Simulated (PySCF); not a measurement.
## Electric field gradients and quadrupole coupling constants

C₆H₁₁O₂S (charge -1).
Z-matrix (Å and degrees, GFN2-xTB geometry), rows numbered from 1:
```
C 
O   1  1.4021
C   2  1.4210  1  113.66
C   3  1.5246  2  114.87  1    69.58
C   4  1.5175  3  111.09  2   179.71
S   5  1.8196  4  114.05  3    59.16
C   5  1.4879  4  115.34  3   157.76
C   7  1.5246  5  115.17  4   160.25
O   7  1.2318  5  124.04  4   -15.29
H   1  1.0909  2  106.58  3   171.49
H   1  1.0974  2  111.10  3    52.28
H   1  1.0957  2  112.13  3   -69.28
H   3  1.0990  2  110.16  1   -53.27
H   3  1.0947  2  104.68  1  -169.86
H   4  1.0962  3  110.01  2    57.98
H   4  1.0920  3  110.55  2   -61.85
H   5  1.0956  4  112.49  3   -67.58
H   8  1.0881  7  109.72  5   146.56
H   8  1.0932  7  108.07  5   -95.25
H   8  1.0859  7  111.37  5    25.03
```

Field gradients from the PBE0/pcSseg-1 density (PySCF, non-relativistic), principal values in atomic units, ordered |Vxx| ≤ |Vyy| ≤ |Vzz|:

| atom | Vxx | Vyy | Vzz |
| --- | --- | --- | --- |
| O2 | -0.0112 | -2.0108 | 2.0220 |
| S6 | -1.0092 | -1.9023 | 2.9115 |
| O9 | 0.6540 | 0.9249 | -1.5789 |

Question: Find the asymmetry η = (Vxx − Vyy)/Vzz and the couplings χ = eQV/h (234.96 MHz × Q in barn × V in au), with Q(17O) = −0.0256 b, Q(33S) = −0.0678 b.

Answer: 
```tsv
atom	environment	nucleus	η	χzz (MHz)	χxx (MHz)	χyy (MHz)
O2	ether oxygen	17O	0.99	-12.16	0.07	12.10
S6	thiolate sulfur	33S	0.31	-46.38	16.08	30.31
O9	ketone oxygen	17O	0.17	9.50	-3.93	-5.56
```

At O2 η is above 0.9: Vyy and Vzz are nearly equal in size and opposite in sign, so a small change could swap them and flip the sign of χzz. The tensor is traceless: Vxx + Vyy + Vzz = 0.

Question: What is Vzz at S6 in SI units (1 au = 9.71736 × 10²¹ V/m²)?

Answer: 2.9115 au = 28.292 × 10²¹ V/m².

Question: And the gradient at the other heavy atoms, for which no coupling is worked out here?

Answer: 
| atom | environment | Vzz (au) | η |
| --- | --- | --- | --- |
| C1 | methoxy carbon | 0.326 | 0.03 |
| C3 | sp3 carbon bound to oxygen | 0.414 | 0.21 |
| C4 | chain CH2 carbon | -0.078 | 0.33 |
| C5 | sp3 carbon bound to sulfur | 0.147 | 0.42 |
| C7 | ketone carbonyl carbon | 0.511 | 0.14 |
| C8 | methyl carbon next to a carbonyl | -0.053 | 0.37 |

Question: What couplings would deuterons (Q(2H) = 0.00286 b) have in place of the hydrogens, at this geometry?

Answer: 
```tsv
atom	bonded to	bond length (Å)	Vzz (au)	η	χzz (kHz)
H10	C1	1.091	0.3080	0.06	207
H11	C1	1.097	0.2900	0.08	195
H12	C1	1.096	0.2926	0.07	197
H13	C3	1.099	0.2761	0.07	186
H14	C3	1.095	0.2984	0.06	200
H15	C4	1.096	0.3043	0.01	204
H16	C4	1.092	0.3009	0.01	202
H17	C5	1.096	0.3050	0.06	205
H18	C8	1.088	0.3197	0.01	215
H19	C8	1.093	0.3129	0.02	210
H20	C8	1.086	0.3164	0.04	213
```

One conformer (not necessarily the lowest) at the GFN2-xTB geometry, without solvent, vibrations or thermal averaging. The pcSseg-1 basis has no diffuse functions, a weakness for an anion. GFN2-xTB bond lengths can be off by several hundredths of an ångström, more for odd bonds, and the gradients follow them. The small basis limits the accuracy of the gradients.
